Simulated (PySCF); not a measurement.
LDA on Ta- (tantalum, charge -1), [Xe] 4f14 5d4 6s2, high-spin 5D determinant. All numbers are calculated (PySCF 2.14, scalar relativity through the core potential, in aug-cc-pVTZ-PP with ECP60MDF (6s6p5d3f2g, 88 functions)).

```
cycle= 1 E= -57.1841850068972  delta_E= -0.0302  |g|= 0.0383  |ddm|= 1.59
cycle= 2 E= -57.1852467900871  delta_E= -0.00106  |g|= 0.0112  |ddm|= 0.136
cycle= 3 E= -57.1851544618815  delta_E= 9.23e-05  |g|= 0.0145  |ddm|= 0.085
cycle= 4 E= -57.1853910810401  delta_E= -0.000237  |g|= 0.0037  |ddm|= 0.0475
cycle= 5 E= -57.1854033521005  delta_E= -1.23e-05  |g|= 0.000295  |ddm|= 0.00883
cycle= 6 E= -57.1854034287939  delta_E= -7.67e-08  |g|= 3.57e-05  |ddm|= 0.000806
cycle= 7 E= -57.1854034312115  delta_E= -2.42e-09  |g|= 5.66e-06  |ddm|= 0.00028
cycle= 8 E= -57.185403431259  delta_E= -4.75e-11  |g|= 2.87e-07  |ddm|= 4.61e-05
converged SCF energy = -57.185403431259  <S^2> = 6.0294685  2S+1 = 5.0117735
```

Highest occupied orbital energy: 1.806 eV; ⟨L²⟩ = 6.06; populations by l: s 4.00, p 6.00, d 4.00, f 0.00.

(1) Can this result be used?

## Answers

(1) With care. Self-consistency was reached. Energies and moments cover only the electrons outside the core potential. Spin-orbit coupling, absent here, splits the open shell strongly. At LDA the highest occupied level has a positive energy, so only the finite basis holds that electron; in a semilocal or global hybrid functional this comes from self-interaction and does not mean that the real anion is unbound.
